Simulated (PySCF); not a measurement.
Species: C9H10.
Bonds: C1–C2, C2–C3 (aromatic), C3–C4 (aromatic), C4–C5 (aromatic), C5–C6 (aromatic), C6–C7 (aromatic), C6–C8, C8–C9, C2–C7 (aromatic), C5–C9. Hydrogens: H10, H11, H12 on C1; H13 on C3; H14 on C4; H15 on C7; H16, H17 on C8; H18, H19 on C9.

The same species was optimised twice, with GFN2-xTB and with PBE0-D3(BJ)/def2-SVP (PySCF), and the same property calculations (PySCF, gas phase) were run on both structures.

```tsv
coordinate	GFN2-xTB	PBE0-D3(BJ)/def2-SVP	change
C2–C3 (Å)	1.390	1.406	+0.016
C6–C7 (Å)	1.370	1.385	+0.015
C4–C5 (Å)	1.371	1.385	+0.014
C8–C9 (Å)	1.556	1.569	+0.013
C2–C7 (Å)	1.401	1.408	+0.007
C6–C8 (Å)	1.508	1.514	+0.006
C5–C9 (Å)	1.507	1.514	+0.007
C3–C4 (Å)	1.395	1.401	+0.006
C1–C2 (Å)	1.501	1.503	+0.002
C5–C6 (Å)	1.394	1.393	-0.001
C3–C2–C7 (°)	120.6	119.8	-0.8
C2–C7–C6 (°)	116.3	117.0	+0.7
C1–C2–C7 (°)	119.5	120.1	+0.6
C3–C4–C5 (°)	115.7	116.0	+0.3
C6–C5–C9 (°)	93.1	93.4	+0.3
C5–C9–C8 (°)	86.9	86.6	-0.3
C4–C5–C6 (°)	122.0	121.7	-0.3
C6–C8–C9 (°)	86.9	86.7	-0.2
```

Rotational constants: A = 3971, B = 1299, C = 996.8 MHz (GFN2-xTB) against A = 3930, B = 1277, C = 981.8 MHz (PBE0-D3(BJ)/def2-SVP).

On the GFN2-xTB structure: HOMO (eV) -6.59 [PBE0/pcSseg-1]; LUMO (eV) -0.17 [PBE0/pcSseg-1]; dipole (D) 0.26 [PBE0/pcSseg-1]; GIAO shielding of C1 (ppm) 161.9 [PBE0/pcSseg-1]; GIAO shielding of C2 (ppm) 45.2 [PBE0/pcSseg-1]; GIAO shielding of C3 (ppm) 54.5 [PBE0/pcSseg-1]; GIAO shielding of C4 (ppm) 59.5 [PBE0/pcSseg-1]; GIAO shielding of C5 (ppm) 39.2 [PBE0/pcSseg-1]; GIAO shielding of C6 (ppm) 35.5 [PBE0/pcSseg-1]; GIAO shielding of C7 (ppm) 58.9 [PBE0/pcSseg-1]; GIAO shielding of C8 (ppm) 156.7 [PBE0/pcSseg-1].

Problem. What do these properties become on the PBE0-D3(BJ)/def2-SVP structure?

Solution. 
```tsv
property	level	on GFN2-xTB	on PBE0-D3(BJ)/def2-SVP	change
HOMO (eV)	PBE0/pcSseg-1	-6.59	-6.60	-0.01
LUMO (eV)	PBE0/pcSseg-1	-0.17	-0.24	-0.07
dipole (D)	PBE0/pcSseg-1	0.26	0.25	-0.01
energy, GFN2-xTB geometry as zero (kcal/mol)	PBE0/pcSseg-1	0.0	-0.5	-0.5
GIAO shielding of C1 (ppm)	PBE0/pcSseg-1	161.9	160.4	-1.5
GIAO shielding of C2 (ppm)	PBE0/pcSseg-1	45.2	42.7	-2.5
GIAO shielding of C3 (ppm)	PBE0/pcSseg-1	54.5	51.1	-3.4
GIAO shielding of C4 (ppm)	PBE0/pcSseg-1	59.5	56.8	-2.7
GIAO shielding of C5 (ppm)	PBE0/pcSseg-1	39.2	37.5	-1.7
GIAO shielding of C6 (ppm)	PBE0/pcSseg-1	35.5	34.3	-1.2
GIAO shielding of C7 (ppm)	PBE0/pcSseg-1	58.9	56.1	-2.8
GIAO shielding of C8 (ppm)	PBE0/pcSseg-1	156.7	153.7	-3.0
```

The heavy atoms differ by 0.017 Å rms after alignment. Among bonds between heavy atoms C2–C3 and C6–C7 change most and about equally (+0.015 to +0.016 Å). Changes are differences of the printed values. Neither structure is proved a minimum here.
